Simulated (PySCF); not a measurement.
Ionisation energy of I(27+) by level of theory

I(27+) [Ar] 3d8 (3F) → I(28+) [Ar] 3d7 (4F), as a difference of total energies. All numbers are calculated (PySCF 2.14, scalar relativity by spin-free X2C-1e, in an even-tempered Gaussian basis (19 s from 3.6 bohr⁻², ratio 2.5; 13 p from 4.7 bohr⁻², ratio 2.5; 8 d from 4.7 bohr⁻², ratio 2.5; 4 f from 21 bohr⁻², ratio 2.7; 3 g from 32 bohr⁻², ratio 2.7)). Correlated levels: outer shells: [Ne] frozen; virtual orbitals above 40 to 60 times the deepest correlated orbital energy dropped. The calculations carry no spin-orbit coupling.

| method | ionisation energy (eV) |
| --- | --- |
| UHF | 1557.0 |
| LDA | 1558.4 |
| PBE | 1558.0 |
| PBE0 | 1558.3 |
| r2SCAN | 1559.1 |
| B97-3 | 1558.6 |
| PBEsol | 1557.9 |
| MP2 (outer shells) | 1558.5 |
| SCS-MP2 (outer shells) | 1558.5 |

A first-order spin-orbit estimate (lowest level to lowest level, LS coupling) adds -0.220 eV.

Breit and QED terms and the two-electron picture change are absent.

For comparison: 1553 ± 4 eV (theoretical estimate listed by NIST; NIST Atomic Spectra Database, ionization energies).
